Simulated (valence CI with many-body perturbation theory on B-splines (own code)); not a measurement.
# Ge17+: what each term of the Hamiltonian does

Calculated by configuration interaction combined with many-body perturbation theory (CI+MBPT): five valence electrons over a frozen Dirac-Fock core [Ne], radial functions for each j: 9 s, 9 p, 8 d, 6 f, 3 g, 1 h, with the one-electron correlation potential Σ1 (screened to all orders), the two-electron term Σ2, the three-electron term Σ3, Breit, model QED; selected single and double excitations, second order for the rest (own B-spline code, finite nucleus).

No measured levels were compared; by estimate levels of excited configurations hold to 0.05 to 0.15 % of their energy, terms of the ground configuration to about 0.5 %. Among the levels kept, up to 460 cm⁻¹ of a level comes from second order outside the variational space, and about a tenth of that is noise between levels of different J, which matters for small intervals.

Each rung adds one term. CI alone is the Dirac-Coulomb CI over the frozen core; QED comes last and gives the full result, which names the levels. Energies are above 3s²3p³ ⁴S°_3/2 on the same rung, in cm⁻¹.

Names give the largest LS component (configuration and term), which can be under half, so a name can repeat, a term be missing and a line seem to break the LS rules; names also repeat where a configuration has a term twice. Letters in brackets count levels of one name in rising energy.

```
              Level  CI alone    + Σ1    + Σ2    + Σ3  + Breit    Full
     3s²3p³ ²D°_3/2     56979   57036   56729   56536    56421   56437
     3s²3p³ ²D°_5/2     74902   75024   74752   74563    73818   73877
     3s²3p³ ²P°_1/2    113881  114008  113498  113127   112640  112686
     3s²3p³ ²P°_3/2    144335  144609  144298  143991   142509  142650
       3s3p⁴ ⁴P_5/2    408628  407799  408044  408459   408563  407351
       3s3p⁴ ⁴P_3/2    438063  437329  437680  438095   437729  436596
       3s3p⁴ ⁴P_1/2    447543  446822  447121  447508   447082  445957
       3s3p⁴ ²D_3/2    508247  507509  506927  507198   506842  505837
       3s3p⁴ ²D_5/2    519161  518493  518045  518331   517412  516411
3s²3p²3d ²P_3/2 [a]    577226  576514  575075  575158   574087  573479
   3s3p⁴ ²S_1/2 [a]    583648  582953  581226  581209   580655  579793
    3s²3p²3d ⁴F_3/2    605638  604764  603496  602990   602187  602059
    3s²3p²3d ⁴F_5/2    617977  617186  615964  615447   614121  614050
   3s3p⁴ ²S_1/2 [b]    627499  626919  625645  625506   623980  623349
3s²3p²3d ²F_5/2 [a]    637060  636272  634989  634469   632904  632853
    3s²3p²3d ⁴F_7/2    637691  637006  635898  635413   633338  633329
3s²3p²3d ²F_7/2 [a]    650694  649985  648729  648203   646172  646150
    3s²3p²3d ⁴D_1/2    653408  652728  651333  650884   649213  649059
    3s²3p²3d ⁴D_3/2    653583  652856  651477  650930   649267  649197
    3s²3p²3d ⁴F_9/2    657204  656604  655522  655000   652206  652233
    3s²3p²3d ⁴D_5/2    667422  666780  665475  664912   662631  662631
    3s²3p²3d ⁴D_7/2    696606  696081  694950  694388   691317  691392
    3s²3p²3d ²G_7/2    724051  723430  722030  721098   718737  718757
       3s3p⁴ ²P_3/2    728007  727285  721842  720927   719956  719323
    3s²3p²3d ²G_9/2    737080  736576  735310  734372   731361  731421
    3s²3p²3d ⁴P_5/2    740722  740008  734939  733715   731895  731746
    3s²3p²3d ⁴P_3/2    749404  748679  743993  742756   741091  740950
    3s²3p²3d ⁴P_1/2    753657  752930  747967  746783   745247  745040
3s²3p²3d ²D_3/2 [a]    764375  763717  761236  759891   758053  757991
3s²3p²3d ²P_1/2 [a]    769951  769339  764049  763119   761231  760806
3s²3p²3d ²D_5/2 [a]    791771  791166  786873  785488   783244  783111
```

Question: How does the ionisation energy move along the ladder, and which term matters most?

Answer: CI alone 656.29, + Σ1 656.98, + Σ2 656.89, + Σ3 656.63, + Breit 656.46, + QED 656.46 eV. The largest step is Σ1, 0.69 eV. NIST lists 662.8 ± 1.9 eV (semi-empirical), further off than its uncertainty and the later steps.
